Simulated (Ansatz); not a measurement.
Reaction (ligand exchange at the Si–C bond): `O=CC(O)[SiH3]` + `[OH][GeH2][O][SiH3]` → `[SiH3][O][GeH2][O][SiH3]` + `O=CCO`

Calculated with Ansatz (gas phase, PBE0-D4/def2-TZVP geometries, no zero-point term in ΔE). CCSD(T)/CBS adds triple-zeta CCSD(T) − MP2 to the extrapolated MP2 energy (def2 sets, frozen cores). Functionals use def2-TZVPP. For Ge outer-core shells are correlated without core-valence functions, which leaves a few kJ/mol of doubt a bond. Scalar relativity is left out up to krypton. Each species was taken in one conformer, which may not be the lowest.

```tsv
level	ΔE (kJ/mol)	difference from CCSD(T)/CBS
PBE-D4	-89.9	20.5
r2SCAN-D4	-102.7	7.7
ωB97X-V	-109.1	1.3
ωB97M-V	-107.5	2.9
PBE	-89.1	21.3
r2SCAN	-102.2	8.2
PBE0	-99.3	11.1
HF/def2-TZVPP	-138.4	-28.0
SCS-MP2/def2-TZVPP	-116.6	-6.2
CCSD/def2-TZVPP	-115.4	-5.0
CCSD(T)/def2-TZVPP	-110.7	-0.3
HF/def2-QZVPP	-140.4	-30.0
MP2/def2-QZVPP	-111.4	-1.0
SCS-MP2/def2-QZVPP	-117.1	-6.7
MP2/CBS(def2)	-110.6	-0.2
CCSD/CBS(def2)	-115.1	-4.7
CCSD(T)/CBS	-110.4	0
```

Largest T1 diagnostic among the species: 0.015.

In def2-TZVPP, CCSD(T) changes the Hartree–Fock value by +27.6 kJ/mol (the triples alone add +4.7 kJ/mol) and MP2 by +27.5 kJ/mol. From PBE to PBE0 (25 % exact exchange), in def2-TZVPP and without D4, ΔE moves by −10.2 kJ/mol.
